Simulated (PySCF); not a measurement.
SMILES CSCCB(O)O, singlet (GFN2-xTB optimised geometry):

```
16

C      2.109    -0.080    -1.593
S      1.777    -0.886     0.000
C     -0.052    -0.886     0.000
C     -0.695     0.496     0.000
B     -0.299     1.469     1.222
O     -1.211     2.400     1.578
O      0.880     1.431     1.883
H      3.176    -0.169    -1.769
H      1.826     0.967    -1.545
H      1.558    -0.596    -2.375
H     -0.316    -1.437     0.903
H     -0.362    -1.469    -0.870
H     -1.777     0.355    -0.002
H     -0.462     1.001    -0.941
H     -0.924     2.967     2.295
H      1.499     0.752     1.595
```

Computed with PySCF 2.14.0 with PBE/def2-TZVP.

Problem. What are the frontier orbital energies and the dipole moment?

Solution. HOMO-2 -7.33 eV, HOMO-1 -7.10 eV, HOMO -5.46 eV, LUMO -0.25 eV, LUMO+1 0.01 eV; dipole moment 1.47 D.

Meta-Löwdin charges at PBE/def2-TZVP: C1 -0.42, S2 0.05, C3 -0.26, C4 -0.35, B5 0.40, O6 -0.50, O7 -0.51, H8 0.15, H9 0.13, H10 0.13, H11 0.13, H12 0.12, H13 0.13, H14 0.12, H15 0.35, H16 0.33.
